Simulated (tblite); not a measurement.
Species: C4H9OSi (doublet state).
Cartesian coordinates in Å at the GFN2-xTB level; atoms count from 1:
```
atom  x, y, z in Å
C1     2.840    0.200    0.186
O2     1.523    0.613    0.027
Si3    0.152    0.155    0.800
C4    -0.899   -1.240   -0.023
C5    -2.022   -0.217   -0.258
C6    -1.311    1.115    0.029
H7     3.472    0.832   -0.438
H8     2.962   -0.843   -0.118
H9     3.153    0.298    1.229
H10   -0.468   -1.594   -0.960
H11   -1.211   -2.108    0.550
H12   -2.436   -0.267   -1.265
H13   -2.833   -0.374    0.453
H14   -1.888    1.794    0.648
H15   -1.037    1.644   -0.883
```

Calculated harmonic vibrations of the isolated species, GFN2-xTB (tblite), most abundant isotopes, no scaling. The method is semi-empirical: single wavenumbers can be off by several per cent or more. One conformer, not necessarily the lowest. Open shells enter through the occupations alone, without spin polarisation, and single modes of such species can be off by tens of per cent.

Harmonic wavenumbers (cm⁻¹): 59.9, 77.2, 99.8, 144.0, 198.4, 249.6, 496.0, 663.9, 669.9, 711.3, 720.6, 821.9, 877.7, 986.7, 994.3, 1058.3, 1133.4, 1134.5, 1138.1, 1149.1, 1182.4, 1192.4, 1215.1, 1289.5, 1415.9, 1466.6, 1470.7, 1481.1, 1486.6, 1497.8, 2941.5, 2954.9, 2966.9, 2980.8, 2989.5, 2996.2, 2999.6, 3022.9, 3031.2.

A = 7091, B = 1759, C = 1580 MHz; mass 101.042 u (most abundant isotopes); point group C1, symmetry number 1; spin multiplicity 2.

Problem. What is the zero-point energy?

Solution. ½Σν̃ = 26983 cm⁻¹ = 77.15 kcal/mol.

Problem. Entropy at 298.15 K, 1 bar (ideal gas, RRHO, classical rotation)?

Solution. Translation 39.78, rotation 27.19, vibration 21.51, spin (R ln 2) 1.38: S = 89.9 cal/(mol K).

Problem. And Cp and H(298.15 K) − H(0)?

Solution. Cp = 28.51 cal/(mol K), of which vibrations give 20.56 (their classical limit is 39 R = 77.5); H(298.15 K) − H(0) = 5.60 kcal/mol without the zero-point energy, 3.23 from vibrations.

Problem. What must be added to the electronic energy to get the Gibbs energy at 298.15 K and 1 bar?

Solution. ZPE + [H(298.15 K) − H(0)] − T·S = 77.15 + 5.60 − 26.79 = 55.96 kcal/mol.

Problem. Which modes carry the vibrational entropy at 298.15 K?

Solution. 59.9 cm⁻¹: 4.46; 77.2 cm⁻¹: 3.96; 99.8 cm⁻¹: 3.46; 144.0 cm⁻¹: 2.75; 198.4 cm⁻¹: 2.15; 249.6 cm⁻¹: 1.73 cal/(mol K); the other 33 give 3.00 together.

Hindered rotation and anharmonicity are outside this model. Other conformers, if any are populated, would add a mixing term that is left out. The structure is chiral; the term R ln 2 for an equal mix with its mirror image is left out.
